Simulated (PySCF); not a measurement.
# Assigning NMR signals

Bonds (- single, = double, # triple, : aromatic): F1-C2, C2-C3, C3-C4, C4=C5, C5-Si6, C4-Si7, Si7-P8. C2 carries H9, H10; C3 carries H11, H12; C5 carries H13; Si6 carries H14, H15, H16; Si7 carries H17, H18; P8 carries H19, H20. Stereochemistry as in FCC/C(=C\[SiH3])[SiH2]P.

Calculated, not measured (PySCF 2.14): structure optimised with GFN2-xTB, shielding tensors at PBE0/pcSseg-1 (GIAO). No solvent model, relativity neglected, a single conformation, equivalent nuclei averaged.

References, each an isolated molecule treated in the same way: $^{13}$C (186.93 ppm) and $^{1}$H (31.72 ppm) against TMS.

(1) Assign these signals to the numbered atoms. $^{13}$C{$^{1}$H} NMR (computed): δ 162.3 (C), 147.2 (CH), 84.2 (CH2), 44.4 (CH2).

(2) Assign these signals to the numbered atoms. $^{1}$H NMR (600 MHz, computed): δ 6.71 (m, 1H), 4.91 (m, 2H), 4.90 (m, 2H), 4.19 (d, 3H), 2.65 (m, 2H), 1.06 (m, 2H).

Results:

(1) 
| δ (ppm) | atoms | environment | reason |
| --- | --- | --- | --- |
| 162.3 | C4 | fully substituted alkene carbon | as expected for a trigonal carbon in a double bond |
| 147.2 | C5 | alkene CH | the olefinic region |
| 84.2 | C2 | sp3 CH2 bonded to F | pulled downfield by the heteroatom |
| 44.4 | C3 | allylic sp3 CH2 | a saturated carbon with 2 carbon neighbours and no heteroatom attached |

(2) 
| δ (ppm) | atoms | environment | reason |
| --- | --- | --- | --- |
| 6.71 | H13 | hydrogen on an alkene CH | olefinic region |
| 4.91 | H9/H10 | hydrogen on an sp3 CH2 bonded to F | its carbon carries F, an electronegative neighbour |
| 4.90 | H17/H18 | hydrogen on a silicon bonded to C, P | – |
| 4.19 | H14/H15/H16 | hydrogen on a silicon bonded to C | – |
| 2.65 | H11/H12 | hydrogen on an allylic sp3 CH2 | allylic position |
| 1.06 | H19/H20 | hydrogen on a phosphorus bonded to Si | – |

H9/H10 and H17/H18 lie closer than the usual error of such a calculation, so a measured spectrum could show them in the other order.

Splittings by $^{19}$F and $^{31}$P in the carbon and heteronuclear signals aren't shown, as no couplings were computed. Shifts are as computed. Against solution values, carbons near 30 ppm lie about +3 ppm off and those near 130 ppm about +5 ppm. Of 1211 compounds with measured shifts, 218 miss one by over three times the rms of a fit or turn the order of signals round; such compounds aren't used in these exercises. Multiplicities follow the n + 1 count of equivalent neighbours, as no J values were calculated; m marks all less simple cases, F and P coupling included.
